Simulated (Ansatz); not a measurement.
Abridged output of a molecular run in Ansatz:

```
Functional definition: HF
1134 factors; integrals over basis functions are off by at most 1.5e-3 eV
mean field evaluation 1: about -91425.3915 eV, gradient 3.5e1 eV
mean field evaluation 2: about -91425.3947 eV, gradient 3.5e1 eV
mean field evaluation 4: about -91428.2945 eV, gradient 2.8e0 eV
mean field evaluation 8: about -91428.3257 eV, gradient 8.9e-5 eV
mean field -91428.32568999 eV, -3359.9289967621 hartree, gradient 2.2e-6 eV, S^2 0.000000; 0 other end points of the search recorded, 0 dependent functions left out
25 core orbitals not correlated: weight in the atoms' cores, before any rotation towards them, 1.000 or more for the frozen orbitals, at most 0.000 for the correlated occupied ones
reference -91428.32568999 eV, -3359.9289967621 hartree; 21, 21 occupied and 74, 74 virtual orbitals, 1134 factors
second order -21.01105627 eV of doubles, -0.00000000 eV of singles
cycle   1  -21.55585696 eV  change   -5.4e-1 eV  update   1.0e-1
cycle   2  -22.11399624 eV  change   -5.6e-1 eV  update   3.0e-2
cycle   3  -22.21066638 eV  change   -9.7e-2 eV  update   1.5e-2
cycle   4  -22.20210375 eV  change    8.6e-3 eV  update   3.2e-3
cycle   5  -22.20143929 eV  change    6.6e-4 eV  update   1.4e-3
cycle   6  -22.20138149 eV  change    5.8e-5 eV  update   4.1e-4
cycle   7  -22.20116724 eV  change    2.1e-4 eV  update   1.5e-4
cycle   8  -22.20117472 eV  change   -7.5e-6 eV  update   5.1e-5
perturbative correction -0.53826406 eV, -0.0197808392 hartree
Total energy: -91451.06512877 eV, -3360.7646557239 hartree
```

Its atoms:

```xyz
9

O    -0.676    0.613   -1.765
Si    0.244   -0.491   -0.994
Cl   -0.629   -2.351   -0.962
Ge    0.437    0.216    1.281
Cl   -1.473    1.245    1.527
H    -1.399    0.995   -1.257
H     1.512   -0.605   -1.743
H     0.466   -0.890    2.343
H     1.517    1.269    1.571
```

(1) Which basis set was used?
A. cc-pV(T+d)Z
B. def2-SVP
C. def2-SVPD
D. def2-TZVPPD

(2) Write the keys of the input that set method, charge and spin (a neutral closed shell needs none for the last two).

Results:

(1) B. It gives 120 functions.

(2) 
```yaml
correlation: {method: ccsd_t}
```
